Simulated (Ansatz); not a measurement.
[Te3]2- (Te₃²⁻). Charge -2, multiplicity 1. Geometry B3LYP-D4/def2-SVPD, basis def2-TZVPD, Ansatz.

```tsv
run	HOMO (eV)	LUMO (eV)
A	3.39	4.28
B	3.76	4.38
C	3.57	4.52
D	2.89	4.82
E	2.81	4.95
F	2.20	5.17
```

In the def2 sets Te takes a core potential; there is no spin–orbit coupling. A multiply charged anion in the gas phase is held together partly by the finite basis. Removing one electron lowers the energy by 1.56 eV at PBE0-D4/def2-TZVPD, so it isn't bound.

Q: The runs used B97M-V, BHLYP, BLYP, PBE0, r2SCAN, r2SCAN0. Estimate which is which.

A: A B97M-V (0 % exact exchange); B BLYP (0 % exact exchange); C r2SCAN (0 % exact exchange); D PBE0 (25 % exact exchange); E r2SCAN0 (25 % exact exchange); F BHLYP (50 % exact exchange). Exact exchange lowers occupied and raises empty levels; among semilocal functionals meta-GGAs tend to open the gap a little, and such runs are hard to tell apart. The gap grows from 0.61 eV (BLYP) to 2.97 eV (BHLYP). At B97M-V/def2-TZVPD, BLYP-D4/def2-TZVPD, r2SCAN-D4/def2-TZVPD, PBE0-D4/def2-TZVPD and others the highest occupied level of the charge -2 singlet lies above zero (up to 3.76 eV). By energy differences it is unbound by 1.56 eV (vertical, to the charge -1 doublet, at PBE0-D4/def2-TZVPD) and held by the finite basis.
